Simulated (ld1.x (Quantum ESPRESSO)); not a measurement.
**manganese (Mn): ultrasoft pseudisation with PBE, scalar-relativistic reference atom.**

```json
{
 "Element": "manganese (Mn)",
 "Generator": "ld1.x (Quantum ESPRESSO) 7.5",
 "Type": "ultrasoft",
 "Functional": "PBE",
 "Relativity": "scalar-relativistic",
 "Frozen core": "[Ar]",
 "Valence charge": "7",
 "Reference configuration": "3d5.5 4s1.5 4p0",
 "Partial waves": "4s (bound): rcut 2.20, rcutus 2.55 bohr; 4s channel at 0.15 Ry: rcut 2.20, rcutus 2.55 bohr; 4p (bound, empty): rcut 2.55, rcutus 3.15 bohr; 4p channel at 0.14 Ry: rcut 2.55, rcutus 3.15 bohr; 3d (bound): rcut 1.55, rcutus 2.15 bohr; 3d channel at 0.05 Ry: rcut 1.55, rcutus 2.15 bohr",
 "Local potential": "all-electron potential smoothed inside 3.05 bohr (lloc = -1)",
 "Core correction": "none",
 "Augmentation charge": "PSQ, radius 1.70 bohr"
}
```

Poles of the logarithmic derivatives, all-electron (AE) and pseudo (PS). s: poles at 0.4, 4.8 (AE) and 0.4, 4.3 (PS) Ry. p: poles at 1.1 (AE) and 1.1, 4.5 (PS) Ry. d: poles at -0.3, 2.3 (AE) and -0.3, 2.4 (PS) Ry. Test radius 3.40 bohr.

- Cutoffs needed: 21 Ry and 35 Ry (the cutoffs (Ry, on a coarse ladder) from which the occupation-weighted sum of valence levels, in a spherical-Bessel basis at the reference potential, stays within 10 and 1 mRy of its value at 400 Ry)
- Ghost test: no extra level below or beside the all-electron valence levels (s, p, d, f tested) (spherical-Bessel basis up to 400 Ry, 20 bohr box)
- Largest excitation error: -846 meV (all-electron minus pseudo) for 3d3 4s0 4p0, out of 7 test configurations
- Lowest eigenvalue of the overlap operator: 0.41 (s channel)
- Density cutoff estimated by the generator: 147 Ry
